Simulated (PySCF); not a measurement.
C₆ coefficients of unlike pairs at M06-2X

Calculated with PySCF 2.14 from the dipole response of each species, C₆(A,B) = (3/π) ∫ α_A(iu) α_B(iu) du, in atomic units, from isotropic polarisabilities. For ions this is the dispersion term alone; charge-induced terms of lower order in 1/R come first.

| species | configuration | basis | relativity | α (bohr³) | C₆ (like pair) |
| --- | --- | --- | --- | --- | --- |
| Cl²⁺ | [Ne] 3s2 3p3 (4S) | dyall-acv3z (19s12p6d4f) | none | 5.952 | 20.81 |
| Ar²⁺ | [Ne] 3s2 3p4 (3P) | aug-cc-pCVTZ-DK (8s7p5d3f) | spin-free X2C | 4.841 | 16.73 |
| N⁺ | [He] 2s2 2p2 (3P) | dyall-acv3z (15s9p4d2f) | spin-free X2C | 3.683 | 7.740 |
| Cr²⁺ | [Ar] 3d4 (5D) | aug-cc-pwCVTZ-DK (10s9p7d4f3g) | spin-free X2C | 4.006 | 11.97 |

Q: Estimate C₆ for Ar²⁺ with Cl²⁺.

A: The integral gives 18.58. The combination rule 2 C_A C_B / (C_A α_B/α_A + C_B α_A/α_B) gives 18.57 and the geometric mean 18.66.

No spin-orbit coupling is included.

The other pairs:

| pair | C₆ |
| --- | --- |
| Cr²⁺, Ar²⁺ | 14.01 |
| Cr²⁺, Cl²⁺ | 15.45 |
| Cr²⁺, N⁺ | 9.463 |
| N⁺, Ar²⁺ | 11.34 |
| N⁺, Cl²⁺ | 12.68 |
